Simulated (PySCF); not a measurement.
Species: C7H15PSi.
Structure used (GFN2-xTB), in Å, numbered top down from 1:
```
atom  x, y, z in Å
C1     3.4364   -1.2847    0.6798
C2     2.4423   -1.1988   -0.1886
Si3    1.3693    0.3407   -0.3959
P4     2.2038    1.9290    0.9613
C5    -0.4139   -0.0082    0.1779
C6    -1.1455   -1.0827   -0.6225
C7    -2.6209   -0.8974   -0.2436
C8    -2.7570    0.5707    0.2072
C9    -1.3613    1.1839    0.0478
H10    3.6913   -0.4502    1.3179
H11    4.0379   -2.1728    0.8023
H12    2.2149   -2.0554   -0.8107
H13    1.3524    0.7211   -1.8239
H14    3.3407    2.1357    0.2025
H15    1.5371    2.9750    0.3522
H16   -0.4005   -0.3161    1.2295
H17   -0.7832   -2.0852   -0.3996
H18   -1.0082   -0.9026   -1.6901
H19   -3.2769   -1.1247   -1.0832
H20   -2.8860   -1.5688    0.5737
H21   -3.4984    1.1090   -0.3822
H22   -3.0674    0.6164    1.2513
H23   -1.2595    1.6284   -0.9445
H24   -1.1590    1.9573    0.7889
```

NICS is the negative of the GIAO shielding at a point without a nucleus: at the ring centre (0) and 1 Å above and below it (1); zz is the component along the ring normal. Level: GIAO PBE0/pcSseg-1 (PySCF, non-relativistic, gas phase) on the GFN2-xTB geometry, one conformer.

Ring bond lengths (Å), with Mayer bond orders in brackets: C5–C6 1.527 (1.01), C6–C7 1.534 (1.04), C7–C8 1.542 (1.03), C8–C9 1.533 (1.04), C9–C5 1.528 (1.01).

**Question.** Give the NICS values of each ring in ppm.

**Answer.** 
```
          ring                                            type  NICS(0)  NICS(1), two faces  NICS(1)zz, two faces  rms pucker (Å)  centre to ring atoms, mean (Å)
C5–C6–C7–C8–C9  5-membered carbocycle; formal bonds all single     -5.9         -4.3 / -4.4           -4.3 / -4.6            0.19                            1.28
```

**Question.** What can be read from them?

**Answer.** 
- C5–C6–C7–C8–C9: mean NICS(1)zz -4.5 ppm, shielded. C5, C6, C7, C8, C9 have four or more neighbours, and the NICS criterion for π rings isn't applied.

**Question.** How shielded are the nuclei of the rings and their hydrogens (means over atoms taken as equivalent)?

**Answer.** 
```json
{"atoms": "C5", "environment": "sp3 carbon bound to silicon", "σ isotropic (ppm)": "153.4"}
{"atoms": "C6", "environment": "ring CH2 carbon", "σ isotropic (ppm)": "153.1"}
{"atoms": "C7", "environment": "ring CH2 carbon", "σ isotropic (ppm)": "159.2"}
{"atoms": "C8", "environment": "ring CH2 carbon", "σ isotropic (ppm)": "159.6"}
{"atoms": "C9", "environment": "ring CH2 carbon", "σ isotropic (ppm)": "153.0"}
{"atoms": "H16", "environment": "methine hydrogen", "σ isotropic (ppm)": "31.00"}
{"atoms": "H17", "environment": "methylene hydrogen", "σ isotropic (ppm)": "29.73"}
{"atoms": "H18", "environment": "methylene hydrogen", "σ isotropic (ppm)": "30.48"}
{"atoms": "H19", "environment": "methylene hydrogen", "σ isotropic (ppm)": "29.86"}
{"atoms": "H20", "environment": "methylene hydrogen", "σ isotropic (ppm)": "30.02"}
{"atoms": "H21", "environment": "methylene hydrogen", "σ isotropic (ppm)": "29.91"}
{"atoms": "H22", "environment": "methylene hydrogen", "σ isotropic (ppm)": "30.08"}
{"atoms": "H23", "environment": "methylene hydrogen", "σ isotropic (ppm)": "30.66"}
{"atoms": "H24", "environment": "methylene hydrogen", "σ isotropic (ppm)": "30.03"}
```

The list is cut; further classes of hydrogen are left out.
